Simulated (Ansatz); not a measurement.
Mg₂Te₂. Charge 0, multiplicity 5. Geometry r2SCAN-D4/def2-SVP; atoms count from 1.

```xyz
4

Mg   -0.563   -0.811    1.629
Mg    0.925   -0.077   -1.663
Te   -1.902   -0.220   -0.908
Te    1.540    1.109    0.943
```

In the def2 sets Te takes a core potential; there is no spin–orbit coupling. At PBE0-D4/def2-TZVP a singlet of charge 0 lies 3.41 eV below the quintet, each at its own geometry. The structure comes from a short search, and lower isomers may exist.

(1) Estimate the Mulliken populations from the PBE0/def2-TZVP orbitals of Ansatz.

(2) Where does the spin sit?

(3) And the Mayer bond orders between heavy atoms (over 0.3)?

Results:

(1) 
```
atom  charge (e)  spin (α − β)
 Mg1        0.30          0.86
 Mg2        0.30          0.86
 Te3       -0.30          1.14
 Te4       -0.30          1.14
```
Mulliken values depend strongly on the basis.

(2) Summed by element: Mg 1.71, Te 2.29, of 4 unpaired in all. Largest on single atoms: Te3 1.14, Te4 1.14, Mg1 0.86.

(3) Mg1–Te3 0.54 (2.93 Å); Mg1–Te4 0.54 (2.93 Å); Mg2–Te3 0.54 (2.93 Å); Mg2–Te4 0.54 (2.93 Å).
